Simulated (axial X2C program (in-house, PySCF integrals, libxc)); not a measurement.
Correcting the dissociation energy of CaI⁺ for spin–orbit coupling

A spin-free CCSD(T) curve (one-electron X2C) was computed with an in-house relativistic program for diatomic molecules, basis I dyall-cv3z [11s12p8d4f1g], Ca dyall-cv3z [11s12p6d4f] (cores contracted in-house), for the state M_S = 0, Λ = 0 (closed shell). It gives D0 = 3.006 eV to I + Ca+, which in a spin-free picture are the weighted means of the ground terms.

Correlated methods: 8 electrons correlated (number of frozen shells: I 4 s, 3 p, 2 d; Ca 3 s, 2 p), 300 virtual spin orbitals or spinors in MP2, 88 natural virtuals in coupled cluster.

Measured levels of the ground terms (NIST Handbook of Basic Atomic Spectroscopic Data), in cm⁻¹: I 2P: J = 3/2 at 0, J = 1/2 at 7603.1; Ca+ 2S: J = 1/2 at 0.

The molecular state has Λ = 0, so it has no first-order lowering.

Q: How far does each ground level lie under the (2J+1)-weighted mean of its term?

A: I: (4 × 0 + 2 × 7603.1)/6 = 2534 cm⁻¹; Ca+: a single level, 0.

Q: Correct D0.

A: D0 = 3.006 + (0 − 2534)/8065.5 = 2.692 eV at CCSD(T) with these spin–orbit terms. The direct two-component run gives 2.724 eV; the difference holds second-order terms in the molecule, scalar two-electron terms, the gap between measured and computed atomic splittings (a 2c atom can miss part of its lowering) and, in coupled cluster, the truncation of each run.

Second-order spin–orbit effects in the molecule, which grow quickly with Z, are left out. One determinant describes the state; a PBE0 search over occupations chose it and may have missed a lower one. Dissociation energies refer to the lowest single-determinant-based atoms at the same level and basis. CCSD and (T) use frozen natural virtuals with an MP2 correction for the truncation; (T) itself is uncorrected, so its De runs slightly low. The outer-core s and p shells of the metal are frozen in the correlated rows, which leaves out core–valence correlation; for alkali and alkaline-earth bonds that tends to lengthen them. With the outer-core shells frozen, correlated bond lengths of heavy atoms tend to come out a few hundredths of an ångström too long.
